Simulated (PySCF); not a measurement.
AsBFH3.
SMILES with atom numbers: `[F:1][BH:2][AsH2:3]` (hydrogens: H4 on B2; H5, H6 on As3)

A GFN2-xTB structure was refined with PySCF, PBE0-D3(BJ)/def2-SVP geometry optimisation, gas phase. Its GFN2-xTB values:

```csv
coordinate,GFN2-xTB
F1–B2,1.312 Å
B2–As3,2.027 Å
B2–H4,1.194 Å
As3–H5,1.489 Å
F1–B2–As3,120.7°
F1–B2–H4,112.0°
B2–As3–H5,93.1°
B2–As3–H6,92.7°
As3–B2–H4,127.1°
H5–As3–H6,90.8°
```

Task: How do these coordinates change at the PBE0-D3(BJ)/def2-SVP level?

Result: 
```
coordinate  PBE0-D3(BJ)/def2-SVP (Å or °)  change
    As3–H5                          1.521  +0.032
     B2–H4                          1.211  +0.017
     F1–B2                          1.319  +0.007
    B2–As3                          2.027   0.000
  F1–B2–H4                          117.5    +5.5
 As3–B2–H4                          122.1    -5.0
 H5–As3–H6                           95.5    +4.7
 B2–As3–H5                           95.8    +2.7
 B2–As3–H6                           93.8    +1.1
 F1–B2–As3                          120.2    -0.5
```

The energy falls by 6.4 kJ/mol over 6 energy and gradient evaluations, the largest force component goes from 0.0128 to 3.2e-04 Eh/bohr, and the atoms move by 0.059 Å rms after alignment. The bond that changes most is As3–H5 (ends: arsenic bonded to B and 2 H; hydrogen on arsenic), which lengthens by 0.032 Å. Bonds longer at the end by more than 0.005 Å: 4 of 5; shorter: 0. Rotational constants go from 40267, 3313, 3142 to 38813, 3323, 3138 MHz.

The run used 75 basis functions and 36 SCF cycles in all. Hardware: Arm Neoverse V1, one thread, no GPU, shared host with 32 logical CPUs at a one-minute load of 8.9. Cost: 9.4 s wall, 0.33 GiB resident at most.

Whether it is a minimum is left open (no frequencies). One conformer, not necessarily the lowest.

Conformer computed: `[F:1][BH:2][AsH2:3]`: H–As3–B2–F1 -42°, H–As3–B2–F1 -138°.
